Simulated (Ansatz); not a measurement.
Reaction (ligand exchange at the Sn–O bond): `[CH3][Sn]([OH])([Cl])[Cl]` + H₂S → `[CH3][Sn]([SH])([Cl])[Cl]` + H₂O

Calculated with Ansatz (gas phase, PBE0-D4/def2-TZVP geometries, no zero-point term in ΔE). CCSD(T)/CBS is the MP2 limit (def2-TZVPP, def2-QZVPP) plus CCSD(T) − MP2 in def2-TZVPP, frozen cores. This one scheme is used for every species. Functionals use def2-TZVPP. Elements past krypton have def2 core potentials. For Sn outer-core shells are correlated without core-valence functions, which leaves a few kJ/mol of doubt a bond. Each species was taken in one conformer, which may not be the lowest.

`[CH3][Sn]([OH])([Cl])[Cl]`:

Z-matrix (Å, degrees):
```
C
Sn 1 2.108
H 1 1.089 2 108.5
H 1 1.089 2 108.6 3 119.9
H 1 1.088 2 108.9 3 -120.0
O 2 1.943 1 109.9 3 -55.9
Cl 2 2.320 1 113.0 3 64.3
Cl 2 2.320 1 113.0 3 -176.1
H 6 0.961 2 113.8 1 -179.7
```

H₂S:

Z-matrix (Å, degrees):
```
S
H 1 1.341
H 1 1.341 2 92.3
```

`[CH3][Sn]([SH])([Cl])[Cl]`:

Cartesian coordinates in Å:
```
C 0.744 1.155 0.819
Sn -0.283 -0.219 -0.419
S -0.392 -2.420 0.479
Cl -2.443 0.527 -0.839
Cl 0.706 -0.316 -2.519
H 0.235 1.216 1.780
H 0.737 2.127 0.329
H 1.769 0.812 0.955
H -1.073 -2.882 -0.585
```

H₂O:

```xyz
3

O    -0.218   -0.079    0.313
H    -0.516    0.246   -0.539
H     0.734   -0.166    0.227
```

CCSD(T)/CBS gives -37.3 kJ/mol.

Q: Another level gave -39.6 kJ/mol. Which?
A. ωB97X-V/def2-TZVPP
B. PBE/def2-TZVPP
C. CAM-B3LYP/def2-TZVPP
D. PBE-QIDH/def2-TZVPP

A: D. PBE-QIDH -39.6, ωB97X-V -30.3, PBE -34.9, CAM-B3LYP -25.1 kJ/mol.

Q: What do rigid-rotor, harmonic-oscillator terms from PBE0-D4/def2-TZVP frequencies (298.15 K, 1 bar) make of the CCSD(T)/CBS value? (Estimate.)

A: Ansatz gave: ΔZPE = +5.8 kJ/mol, ΔH = -30.1 kJ/mol, ΔS = -3 J/(mol·K), ΔG = -29.2 kJ/mol. Modes under 50 cm⁻¹ make the entropy rough.

Largest T1 diagnostic among the species: 0.012.

From PBE to PBE0 (25 % exact exchange), in def2-TZVPP and without D4, ΔE moves by −4.0 kJ/mol. At CCSD(T), def2-SVP lies +8.0 kJ/mol from the extrapolated value and def2-TZVPP +4.5 kJ/mol.
